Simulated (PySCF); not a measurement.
Level of theory: delta-SCF UKS SCAN, pcX-2 on the ionised atom, pcseg-1 elsewhere, spin-free X2C (PySCF 2.14.0). Geometries: PBE0-D3(BJ)/def2-SVP; isolated species, one conformer each. Kα1 is taken as the energy difference of the 1s-hole and 2p3/2-hole states at the ground state's geometry. The 2p values aren't plain energy differences: one relaxed spin-free 2p hole is combined with a matrix within the shell (ground-state 2p orbital-energy differences and spin–orbit coupling). 2p3/2, the mean of its two sublevels, lies a third of the splitting below the shell's mean and 2p1/2 two thirds above it; the statistical areas are 2:1.

```
                                             site  Si 2p3/2 (eV)
    Si5 in `[CH3:1][CH2:2][SiH2:3][NH:4][SiH3:5]`         106.96
Si5 in `[CH3:1][CH2:2][Si@@H:3]([NH2:4])[SiH3:5]`         106.22
                          silicon in `F[SiH](F)F`         110.76
    Si3 in `[CH3:1][NH:2][SiH2:3][CH2:4][SiH3:5]`         106.58
```

What are the Si 1s binding energies, and the Kα1 emission energies that follow?

| site | bonded to | 1s (eV) | 2p3/2 (eV) | Kα1 = 1s − 2p3/2 (eV) |
| --- | --- | --- | --- | --- |
| Si5 in `[CH3:1][CH2:2][Si@@H:3]([NH2:4])[SiH3:5]` | 3 H and Si | 1845.90 | 106.22 | 1739.68 |
| Si3 in `[CH3:1][NH:2][SiH2:3][CH2:4][SiH3:5]` | N, C and 2 H | 1846.45 | 106.58 | 1739.87 |
| Si5 in `[CH3:1][CH2:2][SiH2:3][NH:4][SiH3:5]` | N and 3 H | 1846.83 | 106.96 | 1739.87 |
| silicon in `F[SiH](F)F` | 3 F and H | 1851.09 | 110.76 | 1740.33 |

Ranges: 1s 5.19 eV, 2p3/2 4.54 eV, Kα1 0.65 eV. A straight-line fit of 1s on 2p3/2 has slope 1.13.
